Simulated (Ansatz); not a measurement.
Job for Ansatz (a quantum-chemistry and plane-wave program): R-CCSD(T)/cc-pV(T+d)Z on H4O2Si (SMILES O[SiH2]O), a point of a torsion scan. Files ending in .json are basis or fitting sets from the Basis Set Exchange.

Ansatz 0.2 input:
```yaml
crystal:
  periodic: [false, false, false]
  atoms:
    - {symbol: O, position_ang: [-1.29191920, 0.57947501, 0.28814520]}
    - {symbol: Si, position_ang: [-0.11111877, -0.50357242, -0.00410857]}
    - {symbol: O, position_ang: [1.38046592, 0.12789389, 0.17023091]}
    - {symbol: H, position_ang: [-1.22152948, 1.48239035, -0.00981212]}
    - {symbol: H, position_ang: [-0.06000957, -0.90206932, -1.40093573]}
    - {symbol: H, position_ang: [-0.41851283, -1.53355232, 0.97427035]}
    - {symbol: H, position_ang: [1.69902952, 0.44831025, 1.00955345]}
basis:
  gaussian:
    orbitals: cc-pV_T+d_Z.json
magnetization: {spin_polarized: false}
correlation: {method: ccsd_t, electrons: outside_noble_gas}
scf: {lower_state_search: off}
```

Output:

```
WARN ansatz: RAYON_NUM_THREADS=1 ignored (pool sized by the plan → 1); use --threads N
Functional definition: HF
these checks for a lower state are left out or cut short: stability, starts, cluster_reference, orbital_swaps, neighbouring_geometries, increment
integrals: 0.39 GiB planned
908 factors; integrals over basis functions are off by at most 1.1e-3 eV
mean field: 0.36 GiB planned
mean field evaluation 1: about -12000.9487 eV, gradient 4.6e1 eV
mean field evaluation 2: about -12001.0804 eV, gradient 4.6e1 eV
mean field evaluation 4: about -12004.7757 eV, gradient 2.5e0 eV
mean field evaluation 8: about -12004.8058 eV, gradient 8.8e-2 eV
mean field -12004.80580299 eV, -441.1684761102 hartree, gradient 2.2e-6 eV, S^2 0.000000; 0 other end points of the search recorded, 0 dependent functions left out
7 core orbitals not correlated
reference -12004.80580299 eV, -441.1684761102 hartree; 10, 10 occupied and 138, 138 virtual orbitals, 908 factors
second order -16.61372050 eV of doubles, -0.00000000 eV of singles
coupled cluster: 1.04 GiB planned
cycle   1  -16.69053547 eV  change   -7.7e-2 eV  update   7.9e-2
cycle   2  -17.06314065 eV  change   -3.7e-1 eV  update   2.2e-2
cycle   3  -17.14202135 eV  change   -7.9e-2 eV  update   1.1e-2
cycle   4  -17.13006953 eV  change    1.2e-2 eV  update   2.2e-3
cycle   5  -17.13044553 eV  change   -3.8e-4 eV  update   1.1e-3
cycle   6  -17.13084819 eV  change   -4.0e-4 eV  update   2.8e-4
cycle   7  -17.13068145 eV  change    1.7e-4 eV  update   1.1e-4
cycle   8  -17.13065572 eV  change    2.6e-5 eV  update   3.0e-5
cycle   9  -17.13066127 eV  change   -5.6e-6 eV  update   1.0e-5
perturbative correction -0.55772554 eV, -0.0204960354 hartree
Total energy: -12022.49418980 eV, -441.8185123358 hartree
Checks for a lower state left out: stability, starts, cluster_reference, orbital_swaps, neighbouring_geometries, increment
```

The run converged.

Cost: roughly 30 core-seconds.
